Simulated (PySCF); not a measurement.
C₃H₉FOSi, SMILES O([Si@@H](C)CF)C.

Geometry optimised at r2SCAN-D4/def2-SVP. The structure was generated by enumeration; whether it is a known compound was not checked. Other conformers were not sampled.

Computed with PBE/def2-TZVP run with PySCF.

Gas-phase values at a fixed geometry.

Computed frontier levels, gap, dipole moment and polarisability:
```
Quantity                                                                                                       Result
---------------------------------------------------------------------------------------------  ----------------------
highest occupied level                                                                                       -6.32 eV
lowest empty level                                                                                           -0.37 eV
orbital gap                                                                                                   5.95 eV
dipole moment                                                                                                  1.99 D
quadrupole, principal values (traceless, Buckingham form, about the centre of nuclear charge)   -6.87, 2.20, 4.68 D·Å
mean static polarisability                                                                      68.0 bohr³ (10.07 Å³)
polarisability, principal values                                                               62.6, 69.1, 72.2 bohr³
```
